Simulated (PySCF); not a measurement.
Shapes and spin states of [Ti2F]+

Method: PySCF, PBE0, basis F def2-SVP, Ti def2-SVP (no relativity, density fitting).

Relaxations began from a few typed shapes and spin states; open shells are unrestricted. The search is not exhaustive: other isomers or separated fragments can lie lower, and high-lying points may rest on an excited occupation.

```json
{"spin": "septet", "group": "D∞h", "bonds": "F–Ti 1.956 Å (×2)", "angles": "Ti–F–Ti 180.0°", "imaginary modes (cm⁻¹)": "none", "ΔE (kJ/mol)": "0.0", "ΔE with ZPE (kJ/mol)": "0.0"}
{"spin": "quintet", "group": "C2v", "bonds": "F–Ti 1.959 Å (×2), Ti–Ti 2.728 Å", "angles": "F–Ti–Ti 45.9° (×2), Ti–F–Ti 88.2°", "imaginary modes (cm⁻¹)": "none", "ΔE (kJ/mol)": "27.1", "ΔE with ZPE (kJ/mol)": "27.5"}
{"spin": "broken-symmetry Ms = 0 (⟨S²⟩ 1.98)", "group": "C2v", "bonds": "F–Ti 1.945 Å (×2), Ti–Ti 2.660 Å", "angles": "F–Ti–Ti 46.8° (×2), Ti–F–Ti 86.3°", "imaginary modes (cm⁻¹)": "none", "ΔE (kJ/mol)": "108.1", "ΔE with ZPE (kJ/mol)": "108.4"}
{"spin": "singlet (closed shell, unstable to spin polarisation)", "group": "C2v", "bonds": "F–Ti 1.931 Å (×2), Ti–Ti 2.046 Å", "angles": "F–Ti–Ti 58.0° (×2), Ti–F–Ti 64.0°", "imaginary modes (cm⁻¹)": "none", "ΔE (kJ/mol)": "123.3", "ΔE with ZPE (kJ/mol)": "125.8"}
{"spin": "singlet (closed shell, unstable to spin polarisation)", "group": "C2v", "bonds": "F–Ti 1.916 Å (×2), Ti–Ti 2.735 Å", "angles": "F–Ti–Ti 44.5° (×2), Ti–F–Ti 91.1°", "imaginary modes (cm⁻¹)": "none", "ΔE (kJ/mol)": "311.2", "ΔE with ZPE (kJ/mol)": "312.0"}
{"spin": "singlet (closed shell, unstable to spin polarisation)", "group": "D∞h", "bonds": "F–Ti 1.885 Å (×2)", "angles": "Ti–F–Ti 180.0°", "imaginary modes (cm⁻¹)": "119i, 119i", "ΔE (kJ/mol)": "408.0", "ΔE with ZPE (kJ/mol)": "–"}
```

The lowest minimum found is the septet D∞h: F–Ti 1.956 Å (×2); Ti–F–Ti 180.0°.

For the lowest minimum: other spin states or occupations of the open shell can lie lower.

The electron or spin density has lower symmetry than the nuclear frame for the quintet C2v at 27.1 kJ/mol, broken-symmetry Ms = 0 (⟨S²⟩ 1.98) C2v at 108.1 kJ/mol.
